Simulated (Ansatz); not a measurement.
The lowest singlet and triplet of P2 (SMILES P#P); geometries from B3LYP-D3(BJ)/def2-TZVP, each state relaxed from the structure named, with no frequency check.
Singlet (charge 0, multiplicity 1):
```xyz
2

P      0.000     0.000    -0.945
P      0.000     0.000     0.945
```
Triplet (charge 0, multiplicity 3):
```xyz
2

P      0.0000     0.0000    -1.0351
P      0.0000     0.0000     1.0351
```

A positive gap puts the triplet lower; no zero-point energy. R- takes a restricted singlet. U- takes an unrestricted singlet (broken symmetry where lower, unprojected). The triplet is unrestricted in single-reference levels. Active spaces average the two states.

Correlated levels freeze the cores.

Programs: Ansatz (Gaussian basis) for Hartree–Fock, density functionals and correlated methods. Each number belongs to the level named beside it.

Task: What is the computed gap E(singlet) − E(triplet), adiabatic (R-B2PLYP/def2-TZVPP)?

Result: -59.5 kcal/mol

Task: Estimate the gap E(singlet) − E(triplet), adiabatic that FIC-MRCISD+Q on SA-CASSCF(10,8)/cc-pV(D+d)Z returns for this input.

Result: -48.6 kcal/mol

Task: Predict the gap E(singlet) − E(triplet), adiabatic from U-B3LYP/def2-TZVPP.

Result: -55.1 kcal/mol

Ansatz is a program for electronic structure.
